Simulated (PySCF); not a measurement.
Dipole moment and polarisability of `F[SiH2][Si@]1(F)O[SiH2][SiH2]1`

F2H6OSi4.
Geometry (GFN2-xTB, Å), atoms numbered from 1 in this order:
```
atom  x, y, z in Å
F1     3.2935    0.9501   -0.1763
Si2    2.5155   -0.4704   -0.1065
Si3    0.4048    0.0964    0.5632
F4     0.3609   -0.0688    2.1870
O5    -0.5691   -1.1600    0.0482
Si6   -2.0986   -0.7149   -0.4014
Si7   -1.4053    1.4969   -0.0313
H8     2.6484   -0.9785   -1.4714
H9     3.3737   -1.2678    0.7705
H10   -2.2680   -1.2408   -1.7540
H11   -3.0247   -1.3586    0.5267
H12   -1.1997    2.3925   -1.1809
H13   -2.0358    2.3242    1.0083
```

Level: CAM-B3LYP/def2-SVPD (PySCF), static field, nuclei fixed, core orbitals frozen in the response. The polarisability tensor in these axes (au):

```
x   133.10  -7.71   3.77
y    -7.71 107.44   2.54
z     3.77   2.54  91.52
```

Problem. What are the eigenvalues, a third of the trace, and Δα (Δα² = ½Σ(αi − αj)² over the three pairs)?

Solution. Principal values 90.52, 106.10 and 135.44 au; mean 110.69 au = 16.40 Å³ = 18.25 × 10⁻⁴⁰ C²·m²/J; Δα = 39.50 au (36 % of the mean).

Problem. What is the dipole moment, and where does it point?

Solution. (-1.80, 0.12, -1.54) D, 2.37 D in size, pointing from the negative to the positive side. Measured along this direction, the outermost atoms are H9 at the negative end and H10 at the positive end.

Problem. Rayleigh depolarisation ratio (linearly polarised light, static tensor)?

Solution. ρ = 3Δα²/(45ᾱ² + 4Δα²) = 4681.6/(551316 + 6242.1) = 0.0084.

Problem. What would n − 1 = 2πNα be for an ideal gas of these molecules at 298.15 K and 1 atm, electronic part alone?

Solution. N = p/kT = 2.4615 × 10¹⁹ cm⁻³, so n − 1 = 2π × N × 16.40 × 10⁻²⁴ cm³ = 2537 × 10⁻⁶ at long wavelengths.

Problem. What molar refraction does this α imply?

Solution. Lorentz–Lorenz: R = (4π/3)N_A α = 2.5225 cm³/(mol·Å³) × 16.40 Å³ = 41.4 cm³/mol, in the limit of long wavelengths.

Problem. In a dilute gas of rigid molecules at 298 K, how does the orientational term μ²/3kT compare with the electronic polarisability?

Solution. In Gaussian units μ²/3kT = 45.42 Å³ against 16.40 Å³, a ratio of 2.77; the Debye molar polarisation (4π/3)N_A(α + μ²/3kT) is 156.0 cm³/mol, leaving out the vibrational part.

Geometry: GFN2-xTB, one conformer, isolated molecule.
